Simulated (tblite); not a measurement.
A tight-binding relaxation on `CC(=O)[P@](C)(=N)C1CCC1`.

Computed with GFN2-xTB geometry optimisation, gas phase (tblite 0.8.0). Start geometry: from a force field or distance geometry. A driver script takes a list of jobs; this job's settings line and coordinates (Å) are shown.

Command:
```bash
OMP_NUM_THREADS=1 python probes_run.py task.json out
```

Input:
```
{"job": {"kind": "relax", "xc": "GFN2-xTB", "basis": "xTB"}, "charge": 0, "multiplicity": 1}
C     -2.870900     0.679100    -0.539600
C     -1.606700     0.002000    -0.912200
O     -1.386600    -0.344600    -2.053500
P     -0.432700    -0.276300     0.415200
C     -1.124000    -1.675600     1.397500
N     -0.331400     0.996900     1.313100
C      1.159000    -0.675100    -0.304500
C      2.370100    -0.020300     0.380800
C      2.223100     1.103500    -0.604500
C      1.552100     0.103600    -1.528900
H     -2.711200     1.732800    -0.203000
H     -3.334800     0.153600     0.348100
H     -3.601100     0.609400    -1.348200
H     -1.023900    -1.481500     2.475300
H     -0.733200    -2.631100     1.057400
H     -2.217200    -1.677800     1.201200
H     -0.552500     1.927500     0.898400
H      1.378100    -1.764200    -0.430100
H      3.283000    -0.640900     0.231900
H      2.161500     0.289400     1.415100
H      1.526200     1.940300    -0.301000
H      3.169600     1.539000    -0.983000
H      0.765500     0.570300    -2.106700
H      2.326300    -0.440200    -2.144300
```

Output:
```
step      E/eV     max force
  0    -858.88400    3.403
  1    -859.25967    1.556
  2    -859.37777    1.413
  3    -859.47945    0.693
  4    -859.52903    0.442
  5    -859.56084    0.438
  6    -859.58672    0.436
  7    -859.61012    0.309
  8    -859.63261    0.349
  9    -859.65258    0.312
... (152 lines left out)
162    -859.91594    0.018
163    -859.91603    0.022
164    -859.91611    0.025
165    -859.91618    0.021
166    -859.91625    0.020
167    -859.91630    0.014
168    -859.91634    0.010
169    -859.91637    0.011
170    -859.91640    0.014
171    -859.91644    0.010
```

«max force» is the largest atomic force in eV/Å.

From which step on does the largest force stay under 0.1 eV/Å, and how much energy is left to gain from there?

From step 126 (0.039 eV/Å), 5.7 meV above the end.

In short: energy lowered by 23.8 kcal/mol over 171 steps; largest atomic force 0.010 eV/Å at the end.

Where do the atoms end?

0.664 Å rms from the input after alignment:
```
atom  x, y, z in Å
C1    -3.1568    0.2562   -0.6833
C2    -1.7826   -0.2027   -1.0621
O3    -1.4459   -0.5605   -2.1583
P4    -0.5565   -0.0143    0.3703
C5    -0.9207   -1.4258    1.4585
N6    -0.6578    1.2717    1.2447
C7     1.0243   -0.4896   -0.4777
C8     2.2309   -0.2867    0.4499
C9     2.6961    0.8867   -0.4248
C10    1.5504    0.6138   -1.4095
H11   -3.2093    1.3317   -0.8552
H12   -3.3242    0.0826    0.3788
H13   -3.9187   -0.2283   -1.2899
H14   -0.0992   -1.5071    2.1691
H15   -1.0166   -2.3483    0.8892
H16   -1.8361   -1.2152    2.0071
H17   -0.4475    2.1377    0.7673
H18    0.9249   -1.4747   -0.9329
H19    2.9207   -1.1280    0.4816
H20    1.9605   -0.0050    1.4696
H21    2.6268    1.8519    0.0723
H22    3.6935    0.7760   -0.8450
H23    0.8630    1.4481   -1.5615
H24    1.8690    0.2497   -2.3836
```

Estimate the wall time. Hardware: one thread, Arm Neoverse V2 (aarch64), shared host with 32 logical CPUs at a one-minute load of 18.

About 1.4 s.
Labels such as C1 count atoms from 1, the log's own numbers from 0.
